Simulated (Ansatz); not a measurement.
Reaction (cleavage of the Al–Si bond): `C[SiH]([AlH2])Cl` + `[CH2]1[NH][AlH]1` → `[AlH2][N]1[CH2][AlH]1` + `C[SiH2]Cl`

Program: Ansatz. Geometries: PBE0-D4/def2-TZVP. ΔE: electronic, gas phase. CCSD(T)/CBS is the MP2 limit (def2-TZVPP, def2-QZVPP) plus CCSD(T) − MP2 in def2-TZVPP, frozen cores. DFT in def2-TZVPP. HSE06 is defined as in plane-wave codes.

```
             level  ΔE (kJ/mol)
          HSE06-D4       -100.8
SCS-MP2/def2-TZVPP       -128.6
```

Task: What does CCSD(T)/CBS give? (An estimate is asked.)

Result: The calculation gave: -115.9 kJ/mol. The listed levels differ from it by 15.1, -12.7 kJ/mol.

Largest T1 diagnostic among the species: 0.015.

From PBE to PBE0 (25 % exact exchange), in def2-TZVPP and without D4, ΔE moves by −3.8 kJ/mol. Leaving LDA and LC-ωPBE aside and taking each functional with its dispersion term where it has one, the values, not all of them listed here, spread over 24.5 kJ/mol, from B2PLYP to PBE-D4.
